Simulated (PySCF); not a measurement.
**How methods differ on the excitation energy of Yb(2+)**

Yb(2+) [Xe] 4f14 (1S) → Yb(2+) [Xe] 4f13 5d1 (high-spin determinant), as a difference of total energies. Calculation: PySCF 2.14, in ANO-RCC-VTZP (8s7p5d3f2g1h, 104 functions); the spin-free X2C one-electron Hamiltonian (Gaussian nucleus). Correlated levels: valence: [Kr] 4d10 frozen. The calculations carry no spin-orbit coupling.

```tsv
method	excitation energy (cm⁻¹)
UHF	18507
MP2 (valence)	61907
SCS-MP2 (valence)	56012
CCSD (valence)	44763
CCSD(T) (valence)	48095
```

A first-order spin-orbit estimate (lowest level to lowest level, LS coupling) adds -0.423 eV.

The determinant of the upper state mixes LS terms, which raises its energy above the lowest term, most at the Hartree-Fock and MP2 levels.
